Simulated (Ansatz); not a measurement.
A structure relaxed at PBE0-D4/def2-TZVP, charge 0, multiplicity 1:

Cartesian coordinates in Å:
```
C 0.039 1.536 0.257
Nb 0.140 -0.588 -0.107
O 1.795 -0.931 -0.252
O -0.775 -0.946 -1.730
O -0.610 -1.473 1.394
H 0.491 2.087 -0.573
H -1.001 1.858 0.368
H 0.587 1.793 1.169
H -0.454 -1.278 -2.568
H -0.211 -2.057 2.040
```

Give its formula and SMILES.

CH5NbO3, `[CH3][Nb](=[O])([OH])[OH]`.

Point group (tolerance 0.08 Å, 0.16 Å for H)?

Cs.

Summarise the bond lengths by kind.

1 × C–Nb 2.157 Å; 3 × C–H 1.094 to 1.095 Å; 3 × Nb–O 1.697 to 1.897 Å; 2 × H–O 0.958 Å.

Computed with Ansatz.
